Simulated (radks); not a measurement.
Problem. All-electron calculation, scalar-relativistic Kohn-Sham, r2SCAN, spin-unpolarised, spherical densities, finite nucleus; meta-GGA in the generalised Kohn-Sham scheme; Fermi nuclear charge, rms radius of each element as measured or else 0.836 A^(1/3) + 0.57 fm. Program: a radial shooting solver on a logarithmic mesh with Libxc functionals. Each species is in its NIST ground configuration. Rank N, P, Bi, Sb, As by Delta-SCF ionisation energy (eV), largest first.

Solution. N 13.650, P 9.811, As 9.291, Sb 8.442, Bi 8.014.
